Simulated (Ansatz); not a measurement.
C3H6Cl (SMILES C[C](C)Cl), doublet, geometry from GFN2-xTB. Base run: PBE0/6-31G run with Ansatz (a program for electronic structure).

Geometry (Å):
```xyz
10

C     -1.1271     0.5483    -1.1206
C      0.0586     0.0165    -0.4071
C      1.4391     0.4290    -0.7561
Cl    -0.1950    -0.5681     1.1869
H     -1.3752     1.5682    -0.7998
H     -0.9303     0.5777    -2.1909
H     -2.0014    -0.0733    -0.9361
H      2.1674    -0.2671    -0.3440
H      1.6800     1.4262    -0.3659
H      1.5509     0.4623    -1.8385
```
Charge 0, spin multiplicity 2.
Orbitals are unrestricted.
All else is at Ansatz's defaults.
Base energy -577.71661 Eh.

Each row names what was changed in the base input (with any setting that the change needs).

```tsv
change	ΔE vs base (µEh)
base	0.0
final_grid = 4, 8, 17	539
accuracy = high	4.9
point_charge = charge:0.5 position_ang:4.5599, 2.7589, -2.131	1637
fitting.mean_field = cc-pVTZ-JKFIT	-23.2
final_grid = 14, 28, 59	1.5
point_charge = charge:1.0 position_ang:-1.9425, -4.3518, -0.4871	-6877
lower_state_search = light	0.0
lower_state_search = full	0.0
fitting.mean_field = def2-universal-JKFIT	-32.2
forces = on	0.0
```
